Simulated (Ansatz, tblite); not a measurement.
Forces on TaSi₇ at its PBE-D4/def2-SVP geometry. Charge 0, multiplicity 2.

In the def2 sets Ta takes a core potential; there is no spin–orbit coupling. The xTB rows come from tblite. At PBE-D4/def2-TZVP the charge 0 doublet is spin-contaminated (final ⟨S²⟩ up to 1.10, 0.75 for a pure state). Another isomer (doublet) lies 2.56 eV lower at PBE0-D4/def2-TZVP; other spin states weren't run for this one.

GFN1-xTB (tblite), largest force 2.25 eV/Å:

```xyz
8
positions Å, forces eV/Å
Ta   -0.498    0.870    3.392   -0.183    0.673    2.140
Si    1.644   -0.034   -2.026    0.049   -0.092   -0.240
Si   -1.285    1.244    1.164   -0.880    0.799   -1.093
Si   -2.192    1.913   -0.832   -0.563    0.420   -0.340
Si    2.011   -2.310   -1.879    0.261   -0.349   -0.138
Si   -0.467    0.461   -1.147   -0.229    0.740    0.139
Si    0.426   -0.527    1.717    1.057   -1.758   -0.907
Si    0.361   -1.617   -0.391    0.487   -0.434    0.440
```

GFN2-xTB (tblite), largest force 2.90 eV/Å:

```
Ta -0.199 0.839 2.770
Si 0.013 0.184 -0.346
Si -1.247 0.947 -0.957
Si 0.179 -0.171 0.041
Si -0.090 0.165 0.078
Si 0.056 0.632 -1.233
Si 1.148 -1.837 -1.200
Si 0.139 -0.758 0.846
```

PBE-D4/def2-TZVP (Ansatz), largest force 0.19 eV/Å:

```
Ta 0.008 -0.048 -0.172
Si -0.087 -0.135 0.068
Si 0.088 -0.087 -0.010
Si 0.095 -0.075 0.052
Si -0.081 0.133 0.040
Si 0.032 -0.021 0.124
Si -0.135 0.123 -0.042
Si 0.079 0.111 -0.059
```
